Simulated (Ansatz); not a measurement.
Computed with Ansatz on PBE0-D4/def2-TZVP structures; ΔE is electronic, products minus reactants. CCSD(T)/CBS is the MP2 limit (def2-TZVPP, def2-QZVPP) plus CCSD(T) − MP2 in def2-TZVPP, frozen cores. def2 core potentials past Kr. For Sn outer-core shells are correlated without core-valence functions, which leaves a few kJ/mol of doubt a bond. Each species was taken in one conformer, which may not be the lowest.

`C[SiH](Cl)[SnH3]` → `[SiH3][SnH2][CH2]Cl`  (isomerisation)

`C[SiH](Cl)[SnH3]`:

Z-matrix (Å, degrees):
```
C
Si 1 1.864
H 1 1.094 2 110.0
H 1 1.092 2 110.4 3 119.7
H 1 1.092 2 110.9 3 -120.0
Cl 2 2.072 1 108.8 3 -178.0
Sn 2 2.566 1 113.0 3 62.4
H 2 1.487 1 110.2 3 -61.7
H 7 1.708 2 110.2 1 58.4
H 7 1.711 2 110.7 1 -61.0
H 7 1.706 2 110.9 1 178.7
```

`[SiH3][SnH2][CH2]Cl`:

Z-matrix (Å, degrees):
```
Si
Sn 1 2.560
H 1 1.487 2 109.3
H 1 1.487 2 110.0 3 -119.4
H 1 1.484 2 110.3 3 120.3
C 2 2.165 1 107.8 3 -47.8
H 2 1.709 1 112.5 3 -166.0
H 2 1.714 1 112.6 3 71.0
Cl 6 1.783 2 110.1 1 -46.1
H 6 1.088 2 110.9 1 72.9
H 6 1.089 2 111.4 1 -165.4
```

```
              species  CCSD(T)/def2-TZVPP energy (Eh)
   `C[SiH](Cl)[SnH3]`                     -1004.72611
`[SiH3][SnH2][CH2]Cl`                     -1004.65648
```

**Question.** Work out ΔE.

**Answer.** ΔE = (-1004.65648) − (-1004.72611) = 0.06963 Eh = +182.8 kJ/mol. CCSD(T)/CBS gives +183.4 kJ/mol.

Largest T1 diagnostic among the species: 0.012.

From PBE to PBE0 (25 % exact exchange), in def2-TZVPP and without D4, ΔE moves by +6.4 kJ/mol. In def2-TZVPP, CCSD(T) changes the Hartree–Fock value by −10.5 kJ/mol (the triples alone add −2.2 kJ/mol) and MP2 by −5.4 kJ/mol.
